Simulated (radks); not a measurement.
All-electron atom: Nb in [Kr] 4d4 5s1.

Method: scalar-relativistic Kohn-Sham, PBE, spin-polarised, spherical densities, finite nucleus; open shells are filled with parallel spins first (spin-orbit coupling, left out, can overturn this in heavy ions); Fermi nuclear charge, rms radius 4.324 fm; computed with a radial shooting solver on a logarithmic mesh with Libxc functionals.

Energy parts (hartree):
total: -3819.67726
kinetic: 3932.76299
electron-nucleus: -9203.02681
Hartree: 1569.39403
exchange-correlation: -118.80748

Orbitals (lengths in bohr, moments of r in powers of bohr; <r^-3> diverges for s and p1/2):
\begin{tabular}{lrrrr}
orbital & occ. & eigenvalue (hartree) & <r^4> & <r^-3> \\ \hline
1s up & 1 & -691.1578 & 7.988e-06 & - \\
1s down & 1 & -691.1578 & 7.988e-06 & - \\
2s up & 1 & -96.66139 & 0.001493 & - \\
2s down & 1 & -96.64976 & 0.001493 & - \\
2p up & 3 & -86.30732 & 0.001071 & 2346 \\
2p down & 3 & -86.29871 & 0.001071 & 2346 \\
3s up & 1 & -16.11044 & 0.07875 & - \\
3s down & 1 & -16.10393 & 0.07868 & - \\
3p up & 3 & -12.72619 & 0.08783 & 384.0 \\
3p down & 3 & -12.71895 & 0.08769 & 383.8 \\
3d up & 5 & -7.19545 & 0.1004 & 50.50 \\
3d down & 5 & -7.18438 & 0.09996 & 50.49 \\
4s up & 1 & -2.15657 & 3.607 & - \\
4s down & 1 & -2.08533 & 3.491 & - \\
4p up & 3 & -1.28448 & 6.294 & 51.23 \\
4p down & 3 & -1.20225 & 6.053 & 52.83 \\
4d up & 4 & -0.13646 & 83.77 & 2.774 \\
5s up & 1 & -0.16455 & 368.6 & - \\
\end{tabular}

The highest occupied level is 4d up at -3.713 eV. The density falls to 0.001 e/bohr^3 at r = 4.75 bohr. Spin moment in Bohr magnetons: 5. The electron density at the nucleus is 8.407e+04 e/bohr^3 (large components only). Summed over all electrons, <r^2> = 57.91 bohr^2, which gives a Langevin (diamagnetic) susceptibility term of -45.9 x 10^-6 cm^3/mol. For comparison, the ionisation energy in NIST's Atomic Spectra Database is 6.759 eV (measured). In exact Kohn-Sham theory the highest level is minus the ionisation energy, but local and semilocal functionals leave it too shallow, through self-interaction and a potential that decays too fast; potentials with the right tail come closer. The spin density at the nucleus is 7.36 e/bohr^3 (1s 0.05, 2s -0.53, 3s 0.34, 4s -2.61, 5s 10.11).
